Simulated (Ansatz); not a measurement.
C$_{2}$H$_{7}$ClSi$_{2}$, SMILES `[SiH3]/C=C(\[SiH3])Cl`, relaxed with RKS PBE-D4/def2-SVP in Ansatz 0.2.0 from a rough embedded geometry. The force threshold is 0.03 eV/Å; the program also tests the step.

Charge 0, multiplicity 1.

Start:

```xyz
12

Si   -0.187    1.027   -1.550
C    -0.205    1.118    0.239
C    -0.044    0.139    1.111
Si    0.314   -1.717    0.854
Cl   -0.150    0.601    2.835
H    -0.231    2.468   -2.121
H     1.103    0.432   -2.024
H    -1.284    0.276   -2.063
H    -0.400    2.161    0.625
H     1.616   -1.831    0.203
H    -0.742   -2.181   -0.170
H     0.209   -2.492    2.062
```

**Question.** By how much does the energy fall, and how many steps does the optimiser take? (Best estimate.)

**Answer.** The calculation gave: 9.50 kcal/mol, in 17 steps.

**Question.** Which bonds change most? (Best estimate.)

**Answer.** Ansatz gave: Si1–C2 from 1.791 to 1.890 Å; Si1–H8 from 1.425 to 1.506 Å; Si4–H12 from 1.440 to 1.501 Å; Si1–H6 from 1.550 to 1.504 Å.

**Question.** Give the relaxed structure. (Estimate.)

**Answer.** Computed: 
```xyz
12

Si   -0.365    0.991   -1.590
C    -0.136    1.197    0.274
C     0.133    0.202    1.149
Si    0.350   -1.647    0.800
Cl    0.319    0.559    2.872
H    -0.616    2.356   -2.171
H     0.862    0.407   -2.239
H    -1.538    0.103   -1.912
H    -0.227    2.223    0.681
H     1.724   -2.074    1.229
H     0.172   -1.898   -0.671
H    -0.677   -2.419    1.577
```
